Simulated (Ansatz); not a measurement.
One change: `BCCBr` becomes `BCCBC`.

Ansatz, PBE0-D4/def2-TZVP geometries, multiplicity 1. Each molecule was computed in one conformer, which needn't be the lowest.

Scalar relativity is left out up to krypton. Spin–orbit coupling is left out; it splits and shifts lone-pair levels of the heavy atoms by tenths of an eV.

```csv
property,`BCCBr`
size of the dipole moment (ωB97M-V/def2-TZVPP) / D,2.25
size of the dipole moment (PBE/def2-TZVPP) / D,2.19
HOMO energy (B3LYP/def2-TZVPP) / eV,-7.63
LUMO energy (ωB97M-V/def2-TZVPP) / eV,0.43
LUMO energy (PBE/def2-TZVPP) / eV,-2.55
HOMO energy (PBE0/def2-TZVPP) / eV,-7.88
```

Task: What does the change do to each property? (Best estimate.)

Result: Ansatz gave: 
```tsv
property	`BCCBC`	shift
size of the dipole moment (ωB97M-V/def2-TZVPP) / D	0.96	-1.29
size of the dipole moment (PBE/def2-TZVPP) / D	1.16	-1.03
HOMO energy (B3LYP/def2-TZVPP) / eV	-7.96	-0.33
LUMO energy (ωB97M-V/def2-TZVPP) / eV	0.90	0.47
LUMO energy (PBE/def2-TZVPP) / eV	-1.98	0.57
HOMO energy (PBE0/def2-TZVPP) / eV	-8.15	-0.27
```

With PBE0 the HOMO falls by 0.27 eV and the LUMO rises by 0.54 eV, so the gap widens by about 0.81 eV. PBE moves the HOMO by -0.25 eV and ωB97M-V by -0.28 eV. Dipoles are sizes alone; their direction can turn.

B3LYP here is the variant with VWN-RPA as its local correlation; programs differ in this.
